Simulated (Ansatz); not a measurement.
Cost and result for the atomization energy of C$_{3}$H$_{4}$AlCl (`Cl[CH2][Al]1[CH]=[CH]1`) (9 atoms, 9 bonds).

```tsv
atom	x (Å)	y (Å)	z (Å)
Cl1	2.1358	-0.4868	1.5061
C2	1.7425	0.7487	0.2349
Al3	-0.0552	0.0859	-0.1025
C4	-1.3930	-0.9414	-0.8606
C5	-1.8829	-0.1042	0.1049
H6	1.8412	1.7288	0.6969
H7	2.4785	0.6395	-0.5589
H8	-1.9517	-1.6585	-1.4598
H9	-2.9151	-0.0121	0.4390
```

Charge 0, multiplicity 1. All single points use the PBE0-D4/def2-TZVP geometry. It is one conformer, not always the lowest. Program: Ansatz. All runs use 2 threads of an Arm Neoverse V2 on a shared host. Times are those of one run each, without the atoms' runs, and a repeat can differ threefold. Electronic energies, without spin–orbit coupling; frozen cores. CCSD(T)/CBS adds CCSD(T) − MP2 in def2-TZVPP to the MP2 limit, and its time is that of the two runs behind it. T1 = 0.012. B3LYP takes the VWN-RPA correlation (the form of Gaussian; ORCA's B3LYP/G).

CCSD(T)/CBS is a level of theory with its own doubt, some kJ/mol a heavy atom from the limit and from the frozen cores, so smaller differences don't rank the functionals.

```csv
level,functions,wall time
LDA (SPW92)/def2-TZVPP,233,1.9 s
BLYP-D4/def2-TZVPP,233,3.3 s
revPBE-D4/def2-TZVPP,233,3.4 s
PBE0-D4/def2-TZVPP,233,4.6 s
CCSD(T)/def2-SVP,98,4.6 s
BHLYP-D4/def2-TZVPP,233,4.7 s
CAM-B3LYP-D4/def2-TZVPP,233,5.5 s
B3LYP-D4/def2-TZVPP (with forces),233,7 s
r2SCANh-D4/def2-TZVPP,233,8 s
ωB97X-V/def2-TZVPP,233,12 s
MP2/def2-QZVPP,431,28 s
CCSD(T)/def2-TZVPP,233,2.3 min
CCSD(T)/CBS(def2),–,2.7 min
```

(1) What atomization energy does each give, and how far from CCSD(T)/CBS? (Estimate.)

## Answers

(1) Computed: 
| level | atomization (kJ/mol) | difference from CCSD(T)/CBS | per bond |
| --- | --- | --- | --- |
| LDA (SPW92)/def2-TZVPP | 3806.9 | 509.7 | 56.6 |
| BLYP-D4/def2-TZVPP | 3280.8 | -16.4 | -1.8 |
| revPBE-D4/def2-TZVPP | 3308.1 | 10.9 | 1.2 |
| PBE0-D4/def2-TZVPP | 3335.2 | 38.0 | 4.2 |
| CCSD(T)/def2-SVP | 3124.9 | -172.3 | -19.1 |
| BHLYP-D4/def2-TZVPP | 3184.0 | -113.2 | -12.6 |
| CAM-B3LYP-D4/def2-TZVPP | 3293.2 | -4.0 | -0.4 |
| B3LYP-D4/def2-TZVPP (with forces) | 3284.7 | -12.5 | -1.4 |
| r2SCANh-D4/def2-TZVPP | 3306.8 | 9.6 | 1.1 |
| ωB97X-V/def2-TZVPP | 3306.8 | 9.6 | 1.1 |
| MP2/def2-QZVPP | 3343.5 | 46.3 | 5.1 |
| CCSD(T)/def2-TZVPP | 3206.1 | -91.1 | -10.1 |
| CCSD(T)/CBS(def2) | 3297.2 | 0.0 | 0.0 |

The D4 term adds +30.5 kJ/mol with B3LYP and +16.0 kJ/mol with PBE0; it sums over pairs of atoms, weighted by their polarisabilities, and B3LYP, whose exchange is more repulsive, gets the larger term. In def2-TZVPP, CCSD(T) changes the Hartree–Fock value by +829.3 kJ/mol (the triples alone add +65.8 kJ/mol) and MP2 by +913.1 kJ/mol; breaking electron pairs costs correlation energy, which Hartree–Fock lacks. From BLYP to BHLYP (50 % exact exchange), in def2-TZVPP and without D4, the atomization energy moves by −80.8 kJ/mol: exact exchange takes away binding that semilocal exchange gives to molecules.
